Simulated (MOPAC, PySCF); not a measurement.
[Y(F)3], neutral singlet in the gas phase. 

Cartesian coordinates (Å):
```xyz
4

Y     -0.0024    -0.0812     0.0098
F      0.8213    -1.3593     1.3143
F     -1.9961     0.0470    -0.1494
F      1.1719     1.0773    -1.1270
```
Charge 0, multiplicity 1.

All levels are single points at this geometry (TPSS-D3(BJ)/def2-SVP); Pople sets use spherical d functions. Orbital energies aren't observables, and empty levels follow the basis.

PM6 in MOPAC gives dipole (D) = 0.04.

**Question.** Estimate the dipole (D) from each of these levels: B3LYP-D3(BJ)/def2-TZVP in PySCF; PBE-D3(BJ)/def2-TZVP in PySCF; TPSSh-D3(BJ)/def2-TZVP in PySCF; B3LYP/6-31G* (LANL2DZ on Y) in PySCF; B3LYP/LANL2DZ in PySCF; BP86/6-31G* (LANL2DZ on Y) in PySCF; M06-2X/6-31G* (LANL2DZ on Y) in PySCF; SVWN5/6-31G* (LANL2DZ on Y) in PySCF.

**Answer.** 
```
level                                  dipole (D)
-------------------------------------  ----------
B3LYP-D3(BJ)/def2-TZVP in PySCF              0.04
PBE-D3(BJ)/def2-TZVP in PySCF                0.04
TPSSh-D3(BJ)/def2-TZVP in PySCF              0.04
B3LYP/6-31G* (LANL2DZ on Y) in PySCF         0.03
B3LYP/LANL2DZ in PySCF                       0.04
BP86/6-31G* (LANL2DZ on Y) in PySCF          0.03
M06-2X/6-31G* (LANL2DZ on Y) in PySCF        0.04
SVWN5/6-31G* (LANL2DZ on Y) in PySCF         0.03
```
